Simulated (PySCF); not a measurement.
## Electronic absorption of C5H4O2S

Compound: C5H4O2S.
SMILES: `CC(=S)C#CC(=O)O`

Computed with TDDFT PBE0/def2-SVPD, vertical, gas phase, core orbitals frozen in the response (PySCF). The structure is a single GFN2-xTB conformer in the gas phase; no vibrational or solvent corrections. Torsions of this conformer, `[CH3:1][C:2](=[S:3])[C:4]#[C:5][C:6](=[O:7])[OH:8]`: H–O8–C6–C5 180°.

Question: Predict the UV-vis stick spectrum at this level.

Answer: 

```tsv
state	E (eV)	E (kJ/mol)	λ (nm)	f	|μ| (D)	main configurations (H = HOMO, L = LUMO)
S1	2.09	202	592.8	0.0001	0.12	H→L (99%)
S2	4.01	387	309.3	0.012	0.87	H→L+1 (58%), H-1→L (37%)
S3	4.26	411	291.1	0.0010	0.25	H-2→L (77%), H-3→L (14%)
S4	4.62	446	268.3	0.146	2.88	H-1→L+1 (28%), H-1→L (25%), H→L+1 (22%)
S5	4.86	469	255.2	0.111	2.45	H-1→L+1 (61%), H-1→L (18%)
S6	5.17	499	239.7	0.114	2.41	H-3→L (53%), H-2→L (15%), H-1→L (11%)
```

Triplets (Tamm–Dancoff): T1 1.61 eV, H→L (99%); T2 2.48 eV, H-1→L (91%).

The lowest singlet comes at 593 nm (202 kJ/mol) in the visible; it is dark (f under 0.0005); its leading configuration is HOMO→LUMO (99%). The most intense listed level is S4 at 4.62 eV (268 nm, f = 0.146), 2.53 eV above S1. Löwdin shares by element: HOMO sulfur 76%, carbon 15% or more; LUMO carbon 51% or more, sulfur 37%. The listed states span 3.08 eV, and the widest gap between neighbours is 1.92 eV (S1 to S2). Weighted by f, the mean energy of these states is 4.83 eV. Of the 6 states listed, 4 reach f = 0.01 and 1 stays under 0.0005. S1 lies in the visible range (380 to 750 nm), at 593 nm, dark in the vertical dipole picture (f under 0.0005); light of that wavelength is yellow to orange, and its complementary colour is blue to green-blue; a Tamm–Dancoff triplet lies at 501 nm, without intensity as long as spin–orbit coupling is left out. Only the lowest 6 singlets were computed, as vertical energies without vibronic structure.
